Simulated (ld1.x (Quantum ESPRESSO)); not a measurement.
# Configuration tests for titanium (Ti) (PAW)

```json
{"Element": "Ti", "Generator": "ld1.x (Quantum ESPRESSO) 7.5", "Type": "PAW", "Functional": "PBE", "Relativity": "non-relativistic", "Frozen core": "[Ne] 3s2", "Valence charge": "10", "Reference configuration": "3p6 3d2 4s2 4p0", "Partial waves": "4s (bound): rcut 2.95, rcutus 3.35 bohr; 4s channel at 2.6 Ry: rcut 2.95, rcutus 3.35 bohr; 3p (bound): rcut 1.85, rcutus 2.30 bohr; 4p (bound, empty): rcut 1.85, rcutus 2.30 bohr; 3d (bound): rcut 1.25, rcutus 1.55 bohr; 3d channel at 0.15 Ry: rcut 1.25, rcutus 1.55 bohr", "Local potential": "all-electron potential smoothed inside 1.90 bohr (lloc = -1)", "Core correction": "Bessel-smoothed model core inside 1.10 bohr", "Augmentation charge": "PSQ, inside the norm-conserving radii"}
```

Energies are relative to the spin-unpolarised reference configuration 3p6 3d2 4s2 4p0; without spin polarisation the order of configurations can differ from experiment. Not all tests gave a result: 2 of 7 tests not solved or not reliable. Left out of the table: 3p6 3d1 4s0 4p0 (solver errors, printed error -533 eV); 3p6 3d0 4s0 4p0 (solver errors, printed error -415 eV).

Question: Give the all-electron excitation energy and the error of the potential for: 3p6 3d2 4s1 4p0; 3p6 3d2 4s0 4p0; 3p6 3d2.5 4s1.5 4p0; 3p6 3d2 4s1 4p1; 3p5 3d2 4s2 4p0.

Answer:

| valence configuration | charge | ΔE all-electron (eV) | error AE − PS (meV) |
| --- | --- | --- | --- |
| 3p6 3d2 4s1 4p0 | +1 | 7.286 | +6.5 |
| 3p6 3d2 4s0 4p0 | +2 | 20.761 | -0.9 |
| 3p6 3d2.5 4s1.5 4p0 | 0 | 0.264 | -3.4 |
| 3p6 3d2 4s1 4p1 | 0 | 3.014 | +1.9 |
| 3p5 3d2 4s2 4p0 | +1 | 45.505 | +93 |
